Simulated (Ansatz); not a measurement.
H2Pb (SMILES [PbH2]) moved off its minimum; all values from Ansatz (an electronic-structure program), cores frozen in correlated methods. Elements past Kr take the def2 small-core potentials, without spin–orbit coupling.
(charge 0, multiplicity 1)
```xyz
3

Pb    -0.0328    -0.0605     0.0604
H     -0.2095    -1.3501    -1.2946
H     -0.2372     1.3511    -1.2735
```

Forces at B3LYP/def2-TZVPP (eV/Å):

```
atom      Fx      Fy      Fz
----  ------  ------  ------
Pb1   -0.103   0.404  -0.699
H2     0.022   0.129   0.167
H3     0.081  -0.533   0.532
```

Task: Give the forces (eV/Å), the total energy and the dipole at CCSD(T)/def2-TZVPPD.

Result: 
```tsv
atom	Fx	Fy	Fz
Pb1	-0.094	0.408	-0.634
H2	0.017	0.092	0.131
H3	0.077	-0.501	0.504
```
Energy -193.0657 hartree, dipole 1.75 D.
